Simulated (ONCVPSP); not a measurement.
# Varying the ONCV potential for Lu

Base potential:

| Item | Value |
| --- | --- |
| Element | Lu (Z = 71) |
| Generator | ONCVPSP 4.0.1 |
| Type | optimised norm-conserving Vanderbilt (ONCV) |
| Functional | LDA (Perdew-Wang 92) |
| Relativity | fully relativistic |
| Frozen core | [Kr] 4d10 |
| Valence charge | 25 |
| Reference configuration | 4f14 5s2 5p6 5d1 6s2 |
| Partial waves | 5s+6s: rc 2.00 bohr, ncon 4, nbas 7, qcut 4.9 1/bohr, 3 projectors, debl 3.1 Ha; 5p: rc 1.30 bohr, ncon 5, nbas 10, qcut 6.6 1/bohr, 2 projectors, debl 1.6 Ha; 5d: rc 2.45 bohr, ncon 5, nbas 8, qcut 3.5 1/bohr, 2 projectors, debl 0.3 Ha; 4f: rc 0.80 bohr, ncon 5, nbas 9, qcut 22 1/bohr, 2 projectors, debl 2.8 Ha |
| Local potential | polynomial inside 0.75 bohr (lpopt 5, dvloc0 2 Ha) |
| Core correction | Teter function fitted to the true core (icmod 2), fcfact 0.5 |

Open shells are filled in proportion to 2j + 1.

Cutoffs, loose and tight: the cutoffs (Ha) at which the residual kinetic energy of the hardest occupied pseudo-wave falls to 1 and 0.1 mHa per electron. They do not see the model core or the augmentation charge, which bear on the density cutoff. Test errors are all-electron minus pseudo excitation energies from the reference, over the configurations 4f14 5s2 5p6 5d1 6s1; 4f14 5s2 5p6 5d1 6s0; 4f14 5s2 5p6 5d0 6s0; 4f14 5s2 5p6 5d1 6s1 6p1. A dash means not determined; rows that change the core or the reference have their own tests. The largest error is taken over the tests solved by every variant that gives reliable tests at all: 4f14 5s2 5p6 5d1 6s0; 4f14 5s2 5p6 5d1 6s1; 4f14 5s2 5p6 5d1 6s1 6p1.

A true bound ghost makes a file unfit for plane-wave use even where its test errors are small: the radial tests pick states by their node count and pass the ghost by.

```
    change    outcome  cutoff, loose  cutoff, tight   bound ghosts  GHOST(+) flags above zero  largest test error (meV)
      base  generated         215 Ha         235 Ha              s     p3/2, d5/2, p1/2, d3/2                      +0.8
d: rc 1.66  generated         215 Ha         235 Ha              s     p3/2, d5/2, p1/2, d3/2                      +0.7
d: rc 1.94  generated         215 Ha         235 Ha  s, d5/2, d3/2           p3/2, p1/2, d3/2                      +0.7
d: rc 2.18  generated         215 Ha         235 Ha  s, d5/2, d3/2     p3/2, d5/2, p1/2, d3/2                      +0.7
d: rc 2.34  generated         215 Ha         235 Ha        s, d5/2           p3/2, p1/2, d3/2                      +0.6
d: rc 2.62  generated         215 Ha         235 Ha              s     p3/2, d5/2, p1/2, d3/2                      +0.9
d: rc 2.88  generated         215 Ha         235 Ha              s     p3/2, d5/2, p1/2, d3/2                      +0.9
d: rc 3.16  generated         215 Ha         235 Ha              s                 p3/2, p1/2                      -1.6
 d: rc 3.3  generated         215 Ha         235 Ha              s                 p3/2, p1/2                      -3.2
 d: rc 3.5  generated         215 Ha         235 Ha              s           p3/2, p1/2, d3/2                      -6.4
```

Reading the sweep of the d radius (base included, trends over the rows without a ghost): Bound ghosts are found at 1.66, 1.94, 2.18, 2.34, 2.45, 2.62, 2.88, 3.16, 3.3, 3.5 bohr. Every judged row has one, so this setting neither creates nor removes them.
